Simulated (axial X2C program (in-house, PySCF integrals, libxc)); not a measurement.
# YO⁻: from Re and ωe to a spectrum

A bond curve at the PBE0 level, with spin–orbit coupling, was computed with an in-house relativistic program for diatomic molecules (basis Y dyall-acv3z [12s13p10d6f3g], O dyall-av3z [7s6p3d2f] (cores contracted in-house)) for the state Ω = 0 (closed shell). Its fit gives Re = 1.8103 Å, ωe = 827.4 cm⁻¹, ωexe = 2.61 cm⁻¹ and αe = 1.696e-03 cm⁻¹; the masses are 88.9058 and 15.9949 u. Two-component means X2C with spin–orbit coupling and atomic mean-field Coulomb and Gaunt terms.

Task: Find the reduced mass, Be and the force constant.

Result: From the PBE0 values: μ = 13.5561 u. Be = 16.8576/(μ Re²) = 0.3795 cm⁻¹. k = 5.8918×10⁻⁷ μ ωe² = 5.47 mdyn/Å.

Task: Give B0, the J = 1←0 line in GHz and the most populated J at 300 K (kT = 208.5 cm⁻¹).

Result: B0 = Be − αe/2 = 0.3786 cm⁻¹; 2B0 = 22.7 GHz; J(max) ≈ √(kT/2B0) − 1/2 = 16.1, so J = 16.

Task: Estimate the centrifugal constant by the Kratzer relation.

Result: D = 4Be³/ωe² = 3.19e-07 cm⁻¹.

Task: Where do the fundamental and the first overtone lie?

Result: ν(1←0) = ωe − 2ωexe = 822.2 cm⁻¹; ν(2←0) = 2ωe − 6ωexe = 1639.1 cm⁻¹.

Task: A Morse curve ties αe to the other constants (Pekeris). How well does that hold?

Result: αe(Morse) = 6Be²/ωe × (√(ωexe/Be) − 1) = 1.694e-03 cm⁻¹; the PBE0 curve gives 1.696e-03 cm⁻¹, a ratio of 1.00.

The state is a single determinant with fixed occupations, the lowest that a limited PBE0 search found. The highest occupied level of some functionals is positive through self-interaction error; at Hartree–Fock it is bound.
